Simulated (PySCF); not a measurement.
**Sr: interval between two levels**

Sr [Kr] 5s2 → Sr [Kr] 5s1 5p1 [3P2, M_J = 2], as a difference of total energies. Computed with PySCF 2.14 in x2c-SVPall-2c with one added diffuse shell each of s, d type (7s7p7d1f, 70 functions), with the two-component X2C-1e Hamiltonian. Correlated levels: [Ar] 3d10 frozen; the 6 highest virtual spinors dropped. "Screened" scales the spin-orbit matrix elements by Boettger's factors to mimic the two-electron term; Breit and QED terms are absent.

```csv
method,interval between two levels (cm⁻¹)
GHF (spin-free),9367.3
GMP2 (spin-free),13848
GHF (screened spin-orbit),9584.9
GMP2 (screened spin-orbit),14065
```

The spin-free rows relax to the high-spin LS determinant and lack the spin-orbit shift.

Errors of the correlated levels include the incompleteness of this basis and the frozen core.

The labels give the starting determinants; with spin-orbit coupling the two ends relaxed to ⟨J²⟩ = 0.00, ⟨L²⟩ = 0.00, ⟨S²⟩ = 0.00 and ⟨J²⟩ = 6.03, ⟨L²⟩ = 2.04, ⟨S²⟩ = 2.00.

For comparison: 14899 cm⁻¹ (measured; NIST Handbook of Basic Atomic Spectroscopic Data (Sansonetti and Martin, J. Phys. Chem. Ref. Data 34, 1559 (2005))).
